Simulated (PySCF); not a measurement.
A PySCF script (with the pyscf-properties extension) for the NMR shieldings of BEt2(SiH3) (CCB([SiH3])CC, C₄H₁₃BSi), on a PBE0-D3(BJ)/def2-SVP geometry:

```python
import basis_set_exchange as bse
import numpy as np
from pyscf import gto, dft
from pyscf.prop import nmr

atoms = """
B    -0.109436   -0.132120   -0.006821
C     1.457855   -0.097855   -0.126195
C     2.022018   -0.419256    1.269517
H     1.821690    0.894561   -0.445171
H     1.843150   -0.842339   -0.842634
H     3.122255   -0.381784    1.272874
H     1.669078    0.297342    2.028594
H     1.726393   -1.425538    1.607842
C    -0.927714    1.202251    0.129907
C    -1.257234    1.642014   -1.308642
H    -0.330993    1.991314    0.620574
H    -1.868361    1.089673    0.693443
H    -1.822000    2.587023   -1.316119
H    -0.345497    1.800476   -1.906686
H    -1.869935    0.891902   -1.834274
Si   -1.091650   -1.914294    0.024692
H    -0.370409   -3.025441   -0.678428
H    -2.472476   -1.824941   -0.555066
H    -1.259515   -2.339531    1.457201
"""
names = dict.fromkeys(["B", "C", "H", "Si"], "pcSseg-1")
basis = {el: gto.basis.parse(bse.get_basis(n, elements=[el], fmt="nwchem")) for el, n in names.items()}
mol = gto.M(atom=atoms, basis=basis, charge=0, verbose=0)
mf = dft.RKS(mol, xc="PBE0")
mf.grids.level = 2
mf.grids.alignment = dft.numint.BLKSIZE   # the property module wants whole blocks of grid points
mf.conv_tol = 1e-9
mf.kernel()

calc = nmr.RKS(mf)   # GIAO
C = mf.mo_coeff
Co = C[:, mf.mo_occ > 0]
resp = mf.gen_response(singlet=True, hermi=2)
def vind(x):   # induced exchange potential for any number of trial vectors
    d = np.einsum("pi,xij,qj->xpq", C, 2 * x.reshape(-1, C.shape[1], Co.shape[1]), Co, optimize=True)
    return np.einsum("xpq,pi,qj->xij", resp(d - d.transpose(0, 2, 1)), C, Co, optimize=True).ravel()
mo1, _ = nmr.rhf.solve_mo1(calc, with_cphf=vind)
sigma = calc.kernel(mo1)
for i, s in enumerate(sigma):   # ppm
    print("%2d %-2s %9.2f" % (i, mol.atom_pure_symbol(i), np.trace(s) / 3))
```

**Question.** What does it print?

**Answer.** 
```
 0 B      -3.10
 1 C     156.01
 2 C     178.47
 3 H      29.76
 4 H      29.33
 5 H      29.86
 6 H      30.85
 7 H      30.48
 8 C     157.16
 9 C     180.29
10 H      29.80
11 H      29.35
12 H      29.86
13 H      30.88
14 H      30.58
15 Si    456.81
16 H      27.81
17 H      27.78
18 H      27.58
```

These numbers come from an equivalent density-fitted implementation of the same equations, which agrees with the script to about 0.01 ppm for H and up to a few tenths of a ppm for heavy atoms, so last digits may differ.

**Question.** Turn these shieldings into chemical shifts. Chemical shifts δ = σref − σ; 11B (100.73 ppm) against BF3·OEt2; 13C (184.41 ppm) and 1H (31.27 ppm) and 29Si (351.99 ppm) against TMS, all at this level.

**Answer.** Averaging equivalent atoms: B 0: 103.8; C 1/8: 27.8; C 2/9: 5.0; H 16/17/18: 3.55; H 3/4/10/11: 1.71; H 5/6/7/12/13/14: 0.85; Si 15: -104.8 ppm. 

Size and cost of the density-fitted run: 174 basis functions, 88 s wall time on 1 thread of an Intel Xeon, shared host; peak memory 1.1 GiB.
